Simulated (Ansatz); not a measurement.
One change: `CS[SiH]` becomes `CS[Si]Cl`.

Ansatz, PBE0-D4/def2-TZVP geometries, multiplicity 1. Each molecule was computed in one conformer, which needn't be the lowest.

```
                                        property  `CS[SiH]`
              LUMO energy (PBE0/def2-TZVPP) / eV      -2.26
  size of the dipole moment (PBE/def2-TZVPP) / D       1.53
            HOMO–LUMO gap (PBE0/def2-TZVPP) / eV       4.42
size of the dipole moment (B3LYP/def2-TZVPP) / D       1.47
             LUMO energy (B3LYP/def2-TZVPP) / eV      -2.41
              HOMO energy (PBE0/def2-TZVPP) / eV      -6.68
```

(1) What does the change do to each property? (Best estimate.)

Results:

(1) The calculation gave: 
```tsv
property	`CS[Si]Cl`	shift
LUMO energy (PBE0/def2-TZVPP) / eV	-2.24	0.02
size of the dipole moment (PBE/def2-TZVPP) / D	1.62	0.09
HOMO–LUMO gap (PBE0/def2-TZVPP) / eV	4.89	0.47
size of the dipole moment (B3LYP/def2-TZVPP) / D	1.45	-0.02
LUMO energy (B3LYP/def2-TZVPP) / eV	-2.38	0.03
HOMO energy (PBE0/def2-TZVPP) / eV	-7.13	-0.45
```

Dipoles are sizes alone; their direction can turn.

B3LYP here is the variant with VWN-RPA as its local correlation; programs differ in this.
